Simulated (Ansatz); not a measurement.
Basis sets compared for the cluster Ge2H3. The state is a doublet with charge 0. Geometry r2SCAN-D4/def2-TZVP. Ansatz on 2 threads of Arm Neoverse V2 on a shared host; times are rough, and most runs start from earlier orbitals.

```xyz
5

Ge   -0.382    0.053    0.520
Ge    0.653    0.923   -1.465
H    -1.332    0.874    1.422
H     1.342   -0.502   -1.646
H    -0.281   -1.348    1.170
```

The structure comes from a short search, and lower isomers may exist.

Binding counts from free atoms (Ge triplet, H doublet) in the same basis, without a counterpoise term.

```
                          level  functions  energy (Eh)  HOMO (eV)  LUMO (eV)  binding per atom (eV)  wall time
                PBE-D4/def2-SVP         79   -4154.5939      -5.43      -4.48                   2.26      1.4 s
               PBE-D4/def2-TZVP        114   -4155.1193      -5.45      -4.50                   2.27      1.9 s
            r2SCAN-D4/def2-TZVP        114   -4155.7284      -5.84      -4.25                   2.30      5.5 s
               PBE0-D4/def2-SVP         79   -4154.7012      -6.27      -3.63                   2.23        2 s
PBE0-D4/def2-TZVP (with forces)        114   -4155.2246      -6.28      -3.62                   2.24      5.5 s
```

Estimate the rows for PBE-D4/def2-TZVPD, r2SCAN-D4/def2-TZVPD, PBE0-D4/def2-TZVPD.


```json
{"level": "PBE-D4/def2-TZVPD", "functions": "135", "energy (Eh)": "-4155.1201", "HOMO (eV)": "-5.46", "LUMO (eV)": "-4.51", "binding per atom (eV)": "2.27", "wall time": "3.1 s"}
{"level": "r2SCAN-D4/def2-TZVPD", "functions": "135", "energy (Eh)": "-4155.7292", "HOMO (eV)": "-5.84", "LUMO (eV)": "-4.25", "binding per atom (eV)": "2.30", "wall time": "7 s"}
{"level": "PBE0-D4/def2-TZVPD", "functions": "135", "energy (Eh)": "-4155.2253", "HOMO (eV)": "-6.28", "LUMO (eV)": "-3.63", "binding per atom (eV)": "2.24", "wall time": "4.2 s"}
```
